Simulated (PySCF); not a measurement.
# Dipole response of Co⁺ (cobalt, charge +1)

[Ar] 3d7 4s1, high-spin 5F determinant (an excited configuration). All numbers are calculated (PySCF 2.14, the non-relativistic Hamiltonian (point nucleus), in aug-cc-pVQZ (9s8p6d4f3g2h, 140 functions)). Coupled (time-dependent) response in atomic units; α is the mean over directions.

```json
{"method": "PBE0", "mean α (bohr³)": "25.10", "C₆ (like pair)": "120.5", "S(−4)": "535.7"}
```

S(−4) is the Cauchy moment in α(ω) = α(0) + S(−4) ω² + …

α(iu) at PBE0:

| u (hartree) | α(iu) (bohr³) |
| --- | --- |
| 0 | 25.10 |
| 0.0500 | 23.84 |
| 0.100 | 20.81 |
| 0.200 | 14.33 |
| 0.300 | 10.02 |
| 0.500 | 5.846 |
| 0.750 | 3.745 |
| 1.00 | 2.735 |
| 1.50 | 1.750 |
| 2.00 | 1.260 |
| 3.00 | 0.7646 |
| 5.00 | 0.3781 |

A single London oscillator, α(iu) = α/(1 + u²/ω²), gives C₆ = (3/4) ω α². Matching the computed C₆ needs ω = 4 × 120.5 / (3 × 25.10²) = 0.255 hartree.

For an ion, C₆ is the dispersion term alone; charge-induced terms of lower order in 1/R come first.
